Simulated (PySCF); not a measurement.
A geometry optimisation on `C#C[C@@H]1[C@H]2CC[C@]1(S)[C@@H]2F`.

Computed with PBE0-D3(BJ)/def2-SVP geometry optimisation, gas phase (PySCF 2.14.0). Start geometry: GFN2-xTB. The input is one job of a driver script: a line of settings, then coordinates in Å.

Input:
```
{"job": {"xc": "PBE0", "basis": "def2-SVP", "d3": "d3bj", "grid": 1, "kind": "geom"}, "charge": 0, "multiplicity": 1}
C      2.953308     1.146362     0.928551
C      2.060252     0.468034     0.509581
C      0.989009    -0.358942     0.019434
C      0.305791     0.133037    -1.281627
C     -0.734450    -0.963683    -1.521946
C     -1.279217    -1.114639    -0.082937
C     -0.412379    -0.060623     0.611254
S     -0.628983     0.184322     2.388753
C     -0.461353     1.109422    -0.382540
F     -1.696966     1.525585    -0.801193
H      3.741279     1.732455     1.296461
H      1.288044    -1.408278     0.034527
H      0.885659     0.482562    -2.129187
H     -0.279891    -1.878708    -1.898577
H     -1.503847    -0.637438    -2.219912
H     -2.337733    -0.867693    -0.009293
H     -1.118924    -2.106343     0.337716
H     -1.877566     0.632259     2.278916
H      0.098161     1.991560    -0.070279
```

Question: Estimate the output.

Answer: 
```
step   0  E = -807.19146670  max force = 0.015795
step   1  E = -807.19392019  max force = 0.003461
step   2  E = -807.19400767  max force = 0.000612
step   3  E = -807.19404755  max force = 0.001012
step   4  E = -807.19412293  max force = 0.001345
step   5  E = -807.19415388  max force = 0.001026
step   6  E = -807.19416601  max force = 0.000403
optimisation converged
```

Energies in Eh; «max force» is the largest Cartesian gradient component in Eh/bohr.

Question: Give the first gradient maximum in eV/Å.

Answer: With 1 Eh/bohr = 51.422 eV/Å, 0.812 eV/Å.

Question: How much energy does the optimisation release, in kJ/mol?

Answer: E(step 0) − E(last step) = 0.002699 Eh, which is 7.1 kJ/mol.

Summary of the converged run: final energy -807.19417 Eh after 6 steps; dipole 1.36 D.

Question: Where do the atoms end?

Answer: 0.076 Å rms from the input after alignment:
```
atom  x, y, z in Å
C1     2.8545    0.8644    0.9953
C2     1.9277    0.2056    0.5782
C3     0.8372   -0.6117    0.0829
C4     0.1630   -0.1487   -1.2472
C5    -0.8681   -1.2561   -1.4763
C6    -1.4257   -1.3871   -0.0345
C7    -0.5822   -0.3138    0.6605
S8    -0.7653   -0.0724    2.4293
C9    -0.6139    0.8334   -0.3619
F10   -1.8409    1.2403   -0.7936
H11    3.6727    1.4515    1.3691
H12    1.1192   -1.6768    0.1154
H13    0.7716    0.1905   -2.0945
H14   -0.4031   -2.1818   -1.8451
H15   -1.6377   -0.9450   -2.1961
H16   -2.4970   -1.1492    0.0293
H17   -1.2606   -2.3746    0.4193
H18   -2.1093    0.0614    2.3945
H19   -0.0315    1.7085   -0.0408
```

Cost: about 5 min of CPU time on one thread; the machine was shared, so the figure is rough.
Labels such as C1 count atoms from 1, the log's own numbers from 0.
